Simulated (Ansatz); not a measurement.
A made-up structure of Li2AlNH2, singlet:

```
6
angstrom
Li -2.4745 -1.7348 -0.6539
Al -0.0569 -0.7218 0.0890
Li 2.1901 -1.8804 1.1045
N 0.0836 1.0640 -0.1326
H 0.9012 1.6114 0.0868
H -3.7899 -2.2253 0.0926
```

It is relaxed with PBE-D4/def2-SVP and then PBE0-D4/def2-TZVP (Ansatz 0.2.0). Atoms count as bonded within 1.22 times the sum of their covalent radii (H–H: 0.88 Å). The end point is not checked to be a true minimum.

Task: Does its bonding change? (Judge from chemistry; the calculation decides.)

Result: Computed: Yes. Formed: Li1–Li3, Li3–N4, Li3–H6; broken: none.

Where it ends: The first stage lowers the energy by 3.75 eV in 31 steps. It ends as Li₂AlNH₂ ([H]1[Li][NH][Al][Li]1):
Li1  (-2.546, -1.563, -0.501)
Al2  (-0.806, 0.436, -0.996)
Li3  (-0.100, -1.349, 0.972)
N4  (0.501, 0.197, 0.082)
H5  (1.388, 0.609, 0.332)
H6  (-1.583, -2.218, 0.698)
(Å)

Labels in which every atom is bracketed show which atoms are joined, not bond orders.

For scale, one of the runs: PBE0-D4/def2-TZVP relaxation, 108 basis functions, launched by `ansatz run in.yaml --threads 2 --pin off --events-out ev --progress --plain --max-ram 4352MiB`. Hardware: 2 CPU threads of an Arm Neoverse V1, shared host. Wall time about 11 s.
